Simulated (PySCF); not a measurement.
From computed data to an observable: chemical shift, span and skew from a shielding tensor

C₅H₄F₂O, SMILES C=C=COC=C(F)F. Atoms are numbered in the order given.

```xyz
12

C     -3.1726    -0.0748    -0.8164
C     -2.1838    -0.7643    -0.3072
C     -1.2154    -1.4962     0.1967
O      0.0288    -1.0708     0.5538
C      0.2656     0.2651     0.4946
C      1.4535     0.7231     0.1083
F      1.7644     1.9971     0.1130
F      2.4531    -0.0192    -0.2900
H     -3.9122     0.4283    -0.1810
H     -3.3008     0.0285    -1.9011
H     -1.3360    -2.5656     0.3888
H     -0.5230     0.9569     0.8003
```
Charge 0, spin multiplicity 1.

Geometry: PBE0-D3(BJ)/def2-SVP. The structure was generated by enumeration, and PubChem lists no compound with its InChIKey, so it may never have been made. One conformer was computed; it need not be the lowest.

GIAO shieldings from PBE/pcSseg-1 (PySCF), non-relativistic, no solvent. The symmetric part of the tensor of F7 has the principal values 249.6, 266.6, 303.5 ppm. The same nucleus in CFCl3 has σ = 133.6 ppm at this level (PySCF, at its B3LYP-D3(BJ)/def2-TZVP geometry).

Work out the isotropic shielding, the ¹⁹F shift against CFCl3, the span and the skew.


σ(iso) = (σ11 + σ22 + σ33)/3 = 273.2 ppm. δ = σ(ref) − σ(iso) = 133.6 − (273.2) = -139.6 ppm.
Span Ω = σ33 − σ11 = 53.9 ppm. Skew κ = 3(σ(iso) − σ22)/Ω = 0.37. Tumbling in solution averages the tensor to δ; in a static solid the shielding alone would spread this spin-1/2 line over Ω.
